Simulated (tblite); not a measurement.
C4H9F3N2Si.
Atom-mapped SMILES: `[H]/[N:1]=[CH:2]/[C@@H:3]([NH:4][SiH3:5])[C:6]([F:7])([F:8])[CH2:9][F:10]` (hydrogens: H11 on N1; H12 on C2; H13 on C3; H14 on N4; H15, H16, H17 on Si5; H18, H19 on C9)

The geometry is computed with GFN2-xTB (gas phase).

Task: List the bond lengths, angles and torsions at this level.

Result: 
```
                     bond  length (bohr)   order
                    N1=C2          2.368  double
                    C2–C3          2.848  single
                    C3–N4          2.691  single
                   N4–Si5          3.254  single
                    C3–C6          2.943  single
                    C6–F7          2.575  single
                    C6–F8          2.568  single
                    C6–C9          2.885  single
                   C9–F10          2.576  single
                   N1–H11          1.920  single
                   C2–H12          2.069  single
                   C3–H13          2.077  single
                   N4–H14          1.907  single
Si5–H15, Si5–H16, Si5–H17          2.765  single
                   C9–H18          2.066  single
                   C9–H19          2.068  single
```

Bonds in one row agree within 0.02 bohr and their mean is given. Orders are formal, as drawn. A selection of angles:
```
      angle  degrees
  C2–N1–H11    116.0
   N1–C2–C3    119.3
  N1–C2–H12    125.9
  C3–C2–H12    114.7
   C2–C3–N4    112.0
   C2–C3–C6    107.3
  C2–C3–H13    109.4
   N4–C3–C6    112.4
  N4–C3–H13    110.1
  C6–C3–H13    105.3
  C3–N4–Si5    125.3
  C3–N4–H14    111.1
 Si5–N4–H14    122.3
 N4–Si5–H15    102.7
 N4–Si5–H16    113.8
 N4–Si5–H17    106.8
H15–Si5–H16    110.4
H15–Si5–H17    113.9
   C3–C6–F7    109.5
   C3–C6–F8    109.1
   C3–C6–C9    112.1
   F7–C6–F8    104.9
   F7–C6–C9    110.6
   F8–C6–C9    110.3
  C6–C9–F10    111.3
  C6–C9–H18    109.1
  C6–C9–H19    109.5
 F10–C9–H18    107.9
 F10–C9–H19    107.9
 H18–C9–H19    111.2
```

Dihedral angles: N1–C2–C3–N4 -19° (synperiplanar); C2–C3–N4–Si5 -170° (antiperiplanar); C2–C3–C6–F7 49° (synclinal); C3–C6–C9–F10 178° (antiperiplanar); H11–N1–C2–C3 180° (antiperiplanar).

N4 (silicon-bound nitrogen) is almost planar (angles 125.3°, 122.3° and 111.1°, sum 358.7°, 0.09 Å off the plane of its three neighbours). The C–N distances run from 1.253 Å (N1=C2, drawn double) to 1.424 Å (C3–N4, drawn single), a spread of 0.171 Å. The 3 C–C bonds span 1.507 Å (C2–C3, drawn single) to 1.557 Å (C3–C6, drawn single), a spread of 0.050 Å. Of the pairs four or more bonds apart, those above aside, Si5···F8 is among the closest relative to their van der Waals radii: 3.21 Å, 90 % of the sum of Bondi's values. H14 on N4 lies 2.20 Å from N1, 4 bonds away (angle at H 108°; Bondi radii sum to 2.75 Å). Si5 (SiH3 silicon) is distorted tetrahedral (angles from 102.7° to 113.9°).

Point group: C1 (no symmetry element, even within 0.4 Å). Its GFN2-xTB frequencies are all real (lowest 33 cm⁻¹). The numbers are those of one conformer.
